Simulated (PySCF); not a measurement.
## XPS shifts beside NMR shieldings

CH12Si4.
Atom-mapped SMILES: `[CH3:1][SiH2:2][SiH2:3][SiH2:4][SiH3:5]`

Binding energies: delta-SCF UKS SCAN, pcX-2 on the ionised atom, pcseg-1 elsewhere, spin-free X2C in PySCF 2.14.0. Shieldings: GIAO PBE0/pcSseg-1, non-relativistic, same geometry.

```tsv
atom	Si 1s (eV)
Si2	1845.94
Si3	1845.66
Si4	1845.77
Si5	1846.17
```

Q: What are the absolute isotropic shieldings of these atoms?

A: 
```tsv
atom	environment	Si 1s (eV)	isotropic shielding (ppm)
Si3	SiH2 silicon	1845.66	464.3
Si4	SiH2 silicon	1845.77	467.3
Si2	SiH2 silicon	1845.94	420.8
Si5	SiH3 silicon	1846.17	455.2
```

Q: Among the listed atoms, is the one with the highest binding energy also the least shielded?

A: No. The highest binding energy is at Si5 (1846.17 eV, shielding 455.2 ppm), the lowest shielding at Si2 (420.8 ppm, 1845.94 eV).

By binding energy: Si3 < Si4 < Si2 < Si5. By shielding: Si2 < Si5 < Si3 < Si4.

The structure is a single PBE0-D3(BJ)/def2-SVP conformer in the gas phase; no vibrational or solvent corrections.

Conformer computed: `[CH3:1][SiH2:2][SiH2:3][SiH2:4][SiH3:5]`: C1–Si2–Si3–Si4 73°, Si2–Si3–Si4–Si5 -58°.
